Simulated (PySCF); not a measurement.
Do core-level shifts follow atomic charges?

Compound: C5H8Si.
Structure used (PBE0-D3(BJ)/def2-SVP), in Å, numbered top down from 1:
```
atom  x, y, z in Å
C1     3.1570   -1.0378   -0.0736
C2     1.7886   -0.6431   -0.3472
C3     0.6373   -0.3076   -0.5721
Si4   -1.0621    0.1852   -0.9509
C5    -1.8861    1.4985    0.0741
C6    -2.3702    0.0654    0.3642
H7     3.7270   -1.1499   -1.0092
H8     3.1941   -1.9992    0.4629
H9     3.6691   -0.2838    0.5444
H10   -1.4513    0.0227   -2.3714
H11   -1.3018    1.9864    0.8618
H12   -2.6044    2.1774   -0.3993
H13   -2.0986   -0.3568    1.3379
H14   -3.3979   -0.1765    0.0709
```

Binding energies: PySCF, delta-SCF UKS SCAN, pcX-2 on the ionised atom, pcseg-1 elsewhere, spin-free X2C. Charges: PBE0/pcSseg-1 ground-state density, for the ionised atom.

| atom | environment | C 1s (eV) | Mulliken (e) | IAO (e) | Hirshfeld (e) | ESP (e) |
| --- | --- | --- | --- | --- | --- | --- |
| C3 | alkyne carbon | 289.55 | -0.408 | -0.383 | -0.185 | -0.375 |
| C5 | sp3 carbon bound to silicon | 289.74 | -0.475 | -0.528 | -0.168 | -0.376 |
| C2 | alkyne carbon | 290.17 | -0.086 | +0.011 | -0.019 | +0.234 |
| C1 | propargylic carbon | 291.66 | -0.188 | -0.431 | -0.090 | -0.539 |

Q: Give the correlation coefficient and slope of binding energy on charge for each scheme.

A: Mulliken: r = 0.58, slope 3.0 eV per e; Hirshfeld: r = 0.47, slope 5.9 eV per e; IAO: r = -0.05, slope -0.2 eV per e; ESP: r = -0.30, slope -0.8 eV per e. Mulliken charges have the highest r, on only 4 points.

Q: The point-charge model writes a binding energy as kq + V + constant, with V the potential of the other atoms' charges at the site. What does it give with the Hirshfeld charges?

A: V = Σ 14.40 eV Å × q/r over all other atoms: +1.57 eV at C3, +1.67 eV at C5, -1.04 eV at C2, +1.76 eV at C1. Fitting binding energy − V to q gives k = 20.4 eV per e and leaves an rms residual of 0.10 eV, against 0.73 eV for the fit on q alone. The model has no term for differences in relaxation between sites.

The unrestricted hole states depart most from a pure doublet (⟨S²⟩ = 0.75; over 0.85 named) for C 1s of C2 (0.86), which makes this value less certain. Isolated species at its PBE0-D3(BJ)/def2-SVP geometry, gas phase.
